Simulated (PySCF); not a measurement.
Species, as SMILES: [SiH3][SiH] (SiH-SiH3) (closed-shell singlet).
Geometry (B3LYP-D3(BJ)/def2-TZVP, fixed):
```
Si
H 1 1.4846
H 1 1.4893 2 107.80
H 1 1.4893 2 107.80 3 -116.32
Si 1 2.3971 2 114.30 3 121.84
H 5 1.5236 1 88.28 2 -180.00
```

Basis-set convergence of the lowest singlet excitation energy at PBE with PySCF. Tamm-Dancoff approximation; the state is taken by its order, and sets in which it differs in degeneracy or brightness are left out, yet its character can still change. All functions are spherical. Density fitting with generated auxiliary sets. In sets without p functions on hydrogen, species with hydrogen take exact integrals. No added dispersion term, no relativity. Reference: the value in aug-pcseg-2, 1.920 eV, itself unsure by roughly 0.003 eV (its distance from aug-cc-pV(T+d)Z). Deviations are taken from unrounded values. Cost is core time over that of def2-SVP, rough, on shared machines of one kind; a dash marks a row that isn't timed (too short, read off another run, short of memory, by another algorithm or on other hardware).

| basis | functions | lowest singlet excitation energy (eV) | minus reference (eV) | cost |
|---|---|---|---|---|
| STO-3G | 22 | 2.915 | 0.995 | - |
| 6-31G* | 44 | 1.962 | 0.042 | - |
| def2-SVP | 56 | 1.958 | 0.038 | 1× |
| def2-SVPD | 80 | 1.946 | 0.026 | 1× |
| aug-cc-pV(D+d)Z | 100 | 1.922 | 0.002 | 2× |
| jun-cc-pV(T+d)Z | 152 | 1.923 | 0.003 | 5× |
| def2-TZVPPD | 164 | 1.925 | 0.005 | 4× |
| cc-pV(Q+d)Z | 248 | 1.922 | 0.002 | 9× |
| pcseg-3 | 260 | 1.922 | 0.002 | 10× |

The smallest set listed that lies within 0.1 eV of the reference with all its larger relatives (same family, alike in diffuse functions; a set with none counts only in the reference's own line) is 6-31G* (44 functions, 0.042 eV off). Inside, with no larger relative to test it: cc-pV(Q+d)Z, pcseg-3. (Relatives not listed, tested too: 6-31G** 0.040, 6-311G** 0.027, def2-TZVP 0.004, def2-TZVPD 0.005, def2-TZVPP 0.004, aug-cc-pV(T+d)Z 0.003, def2-QZVP 0.001, def2-QZVPP 0.001, def2-QZVPPD 0.001 eV.)
